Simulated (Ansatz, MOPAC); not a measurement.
Diatomic BeSi-, multiplicity 4 (lowest of 2S+1 = 2, 4 at CCSD(T)/def2-TZVPP on PBE0 minima; our sources give no spin for the ground state, which may be another).

The constants come from a fifth-degree fit in 1/R (seven points, main isotopes). In def2 and cc sets the state is the lowest found near the PBE0 minimum, followed along R.

The values were computed with Ansatz (a first-principles code); MOPAC for PM3, PM7 (differences of heats of formation). Each number belongs to the level named beside it.

| level | r_e (Å) | ω_e (cm⁻¹) | α_e (cm⁻¹) | B_e (cm⁻¹) |
|---|---|---|---|---|
| PM3 | 2.175 | 450 | -0.0084 | 0.523 |
| PM7 | 2.190 | 819 | 0.0027 | 0.516 |
| SVWN5/def2-TZVPP | 2.148 | 559 | 0.0062 | 0.536 |
| PBE/def2-TZVPP | 2.174 | 537 | 0.0065 | 0.523 |
| r2SCAN/def2-TZVPP | 2.167 | 550 | 0.0065 | 0.527 |
| B97M-V/def2-TZVPP | 2.160 | 543 | 0.0068 | 0.530 |
| B3LYP/def2-TZVPP | 2.166 | 535 | 0.0070 | 0.527 |
| PBE0/def2-TZVPP | 2.160 | 550 | 0.0069 | 0.530 |
| BHLYP/def2-TZVPP | 2.155 | 542 | 0.0076 | 0.532 |
| CAM-B3LYP/def2-TZVPP | 2.144 | 553 | 0.0074 | 0.538 |
| wB97X-V/def2-TZVPP | 2.154 | 552 | 0.0073 | 0.533 |
| wB97M-V/def2-TZVPP | 2.147 | 545 | 0.0078 | 0.536 |
| B2PLYP/def2-TZVPP | 2.170 | 538 | 0.0067 | 0.525 |
| CCSD/aug-cc-pV(T+d)Z | 2.178 | 510 | 0.0090 | 0.521 |
| CCSD/def2-TZVPP | 2.194 | 482 | 0.0098 | 0.514 |
| CCSD/aug-cc-pV(Q+d)Z | 2.167 | 523 | 0.0088 | 0.527 |
| CCSD/def2-QZVPP | 2.163 | 525 | 0.0089 | 0.529 |
| CCSD(T)/aug-cc-pV(T+d)Z | 2.185 | 517 | 0.0074 | 0.518 |
| CCSD(T)/def2-TZVPP | 2.199 | 497 | 0.0077 | 0.511 |
| CCSD(T)/aug-cc-pV(Q+d)Z | 2.174 | 527 | 0.0073 | 0.523 |
| CCSD(T)/def2-QZVPP | 2.170 | 528 | 0.0074 | 0.525 |
| CCSD(T)/CBS(aug-cc-pV(T+d)Z, aug-cc-pV(Q+d)Z) | 2.169 | 532 | 0.0072 | 0.526 |

Correlated levels freeze the inner cores; with def2 sets outer-core shells near the valence are correlated too. CBS: X⁻³ extrapolation of the correlation energy, Hartree–Fock from the larger set. The state reached by PM3, PM7 isn't checked; PM7 holds dispersion and hydrogen-bond terms.
